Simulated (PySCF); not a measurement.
SMILES C(/c1ccccc1)=C/OC (C₉H₁₀O) at its GFN2-xTB optimised geometry (Å):

```
20

C     -3.4235    -1.4580     0.0523
O     -2.1025    -0.9749     0.0324
C     -1.1305    -1.9227     0.0147
C      0.1847    -1.6815     0.0005
C      0.8807    -0.4073     0.0000
C      0.2216     0.8237    -0.0009
C      0.9380     2.0051    -0.0016
C      2.3231     1.9892    -0.0009
C      2.9908     0.7754     0.0000
C      2.2785    -0.4073     0.0000
H     -4.0714    -0.5834     0.0714
H     -3.6441    -2.0524    -0.8409
H     -3.6119    -2.0673     0.9428
H     -1.4855    -2.9492     0.0133
H      0.8224    -2.5546    -0.0111
H     -0.8552     0.8463    -0.0016
H      0.4115     2.9492    -0.0027
H      2.8788     2.9156    -0.0011
H      4.0714     0.7528     0.0006
H      2.8071    -1.3507     0.0005
```

Method: PBE0/def2-SVP (PySCF).

Map of the Laplacian of the electron density (e/bohr⁵) on the plane z = 1.2 Å:

```
|+++++++++++++++++++++++++++++++|
|+++++++++++++++++++++++++++++++|
|+++++++++++++++++++++++++++++++|
|+++++++++++++++++++++++++++++++|
|+++++++++++++++++++++++++++++++|
|+++++++++++++++++++++++++++++++|
|+++++++++++++++++++++++++++++++|
|+++++++++++++++***++***++++++++|
|+++++++++++++++*********+++++++|
|++++++++++++++**######**+++++++|
|++++++++++++++**######**+++++++|
|+++++++++++++***#######**++++++|
|++++++++++++***#########**+++++|
|++++++++++++**####**####**+++++|
|++++++++++*****###**####**+++++|
|+++++**********########***+++++|
|++++******#*****######**+++++++|
|++++**#%##%#***#######**+++++++|
|++++*#@@@%%%######******+++++++|
|++++*#@*@%####%###*****++++++++|
|++++*#* @#*######**++++++++++++|
|++++**%%#***##*****++++++++++++|
|+++++**************++++++++++++|
|+++++++++++***+++++++++++++++++|
|+++++++++++++++++++++++++++++++|
|+++++++++++++++++++++++++++++++|
|+++++++++++++++++++++++++++++++|
|+++++++++++++++++++++++++++++++|
|+++++++++++++++++++++++++++++++|
|+++++++++++++++++++++++++++++++|
|+++++++++++++++++++++++++++++++|
```
Scale: ten equal steps from -0.145 (start of ' ') to 0.104 (end of '@'), in the order ' .:-=+*#%@'; x runs from -6.50 to 6.50, y from -6.50 (bottom) to 6.50 (top).
